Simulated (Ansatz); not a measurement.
Gas-phase electronic energies from Ansatz, PBE0-D4/def2-TZVP geometries. CCSD(T)/CBS is extrapolated from def2-TZVPP and def2-QZVPP, frozen cores. Functionals use def2-TZVPP. B3LYP here is the variant with VWN-RPA as its local correlation; programs differ in this. One conformer a species, not always the lowest.

Reaction (ligand exchange at the Si–Cl bond): `CS[Si]Cl` + H₂S → `CS[Si]S` + HCl

`CS[Si]Cl`:

Z-matrix (Å, degrees):
```
C
S 1 1.809
H 1 1.089 2 108.2
H 1 1.089 2 108.3 3 118.6
H 1 1.088 2 110.7 3 -120.7
Si 2 2.122 1 113.1 3 121.2
Cl 6 2.097 2 103.6 1 -0.0
```

H₂S:

```xyz
3

S    -0.565   -0.068    0.245
H    -0.082   -0.121   -1.005
H     0.647    0.190    0.760
```

`CS[Si]S`:

Cartesian coordinates in Å:
```
C -0.982 -1.119 -0.575
S 0.223 -0.339 0.535
Si 0.483 1.548 -0.397
S 1.909 2.385 0.976
H -0.548 -2.030 -0.985
H -1.878 -1.366 -0.008
H -1.245 -0.445 -1.392
H 2.038 1.366 1.846
```

HCl:

```xyz
2

Cl   -0.427   -0.453    0.145
H     0.427    0.453   -0.145
```

(1) Is it downhill or uphill in electronic energy at CCSD(T)/CBS, and by how much? (Estimate.)

(2) What do these levels give: PBE-D4, r2SCAN-D4, B3LYP-D4, ωB97X-V, PBE0, SCS-MP2/def2-QZVPP? (An estimate is asked.)

Largest T1 diagnostic among the species: 0.015.

## Answers

(1) Computed: Uphill: ΔE = +24.8 kJ/mol.

(2) Ansatz gave: PBE-D4 22.1, r2SCAN-D4 23.6, B3LYP-D4 28.2, ωB97X-V 26.5, PBE0 22.6, SCS-MP2/def2-QZVPP 25.1 kJ/mol.

In def2-TZVPP, CCSD(T) changes the Hartree–Fock value by −8.0 kJ/mol (the triples alone add −1.3 kJ/mol) and MP2 by −9.1 kJ/mol.
